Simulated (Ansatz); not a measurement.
`C=C[SiH2]C=N` + `CS[S][GeH3]` → `C=C[SiH2][S][GeH3]` + `CSC=N`  (formal exchange of groups at the Si–C bond)

Gas-phase electronic energies from Ansatz, PBE0-D4/def2-TZVP geometries. CCSD(T)/CBS is the MP2 limit (def2-TZVPP, def2-QZVPP) plus CCSD(T) − MP2 in def2-TZVPP, frozen cores. DFT in def2-TZVPP. B3LYP here is the variant with VWN-RPA as its local correlation; programs differ in this. For Ge outer-core shells are correlated without core-valence functions, which leaves a few kJ/mol of doubt a bond. Scalar relativity is left out up to krypton. Each species was taken in one conformer, which may not be the lowest.

```tsv
level	ΔE (kcal/mol)
PBE-D4	-26.0
ωB97M-V	-25.6
PBE0	-26.0
B3LYP	-23.3
HF/def2-TZVPP	-23.4
SCS-MP2/def2-TZVPP	-26.2
MP2/def2-QZVPP	-28.1
MP2/CBS(def2)	-27.9
```

Q: What does CCSD(T)/CBS give? (Best estimate.)

A: Ansatz gave: -25.4 kcal/mol. The listed levels differ from it by -0.6, -0.2, -0.6, 2.1, 2.0, -0.8, -2.7, -2.5 kcal/mol.

Largest T1 diagnostic among the species: 0.013.

The D4 term adds −1.5 kcal/mol with B3LYP and −0.8 kcal/mol with PBE0; it sums over pairs of atoms, weighted by their polarisabilities, and B3LYP, whose exchange is more repulsive, gets the larger term. From PBE to PBE0 (25 % exact exchange), in def2-TZVPP and without D4, ΔE moves by −0.9 kcal/mol.
